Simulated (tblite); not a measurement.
Problem. What does the GFN2-xTB structure of `C[C@@H](F)C[SiH2][SiH2]CF` look like in three dimensions?

Solution. 
```xyz
20
C4H12F2Si2 angstrom
C     -2.4899    1.1741    1.1658
C     -1.4053    0.5203    0.3239
F     -0.2396    1.2733    0.4602
C     -1.1051   -0.9131    0.7244
Si     0.3039   -1.6912   -0.3181
Si     2.2781   -0.4916   -0.1194
C      2.3392    0.8115   -1.5308
F      1.9629    0.2226   -2.7276
H     -2.2149    1.1396    2.2176
H     -3.4302    0.6486    1.0269
H     -2.6184    2.2135    0.8726
H     -1.6596    0.5794   -0.7423
H     -2.0229   -1.4901    0.6145
H     -0.8436   -0.9285    1.7839
H     -0.2223   -1.7771   -1.6884
H      0.4236   -3.0719    0.1774
H      2.4889    0.2725    1.1153
H      3.4655   -1.3429   -0.2999
H      1.6471    1.6388   -1.3645
H      3.3375    1.2227   -1.6946
```

Orientation and origin are arbitrary. Atoms count from 1 in this order. Of the pairs four or more bonds apart, F3···Si6 is among the closest relative to their van der Waals radii: 3.13 Å, 88 % of the sum of Bondi's values. Si5 (SiH2 silicon) is distorted tetrahedral (angles from 104.9° to 114.5°). Si6 (SiH2 silicon) is distorted tetrahedral (angles from 105.1° to 117.6°).

Bonds between heavy atoms (Å): C1–C2 1.521, C2–F3 1.394, C2–C4 1.518, C4–Si5 1.918, Si5–Si6 2.319, Si6–C7 1.922, C7–F8 1.386.

Structure optimised with GFN2-xTB, isolated species.

Point group: C1 (no symmetry element, even within 0.4 Å). Its GFN2-xTB frequencies are all real (lowest 18 cm⁻¹). One conformer, not necessarily the lowest (C1–C2–C4–Si5 -178°, C2–C4–Si5–Si6 59°, C4–Si5–Si6–C7 -92°, Si5–Si6–C7–F8 -45°). 3 starts were optimised and ended at 0.00, 0.55 and 2.72 kcal/mol (GFN2-xTB); the lowest of these is shown.

On one thread of an Arm Neoverse V1, shared host with 32 logical CPUs at a one-minute load of 18, this took 0.86 s. These figures are those of the optimisation.

The numbers are calculated, not measured.
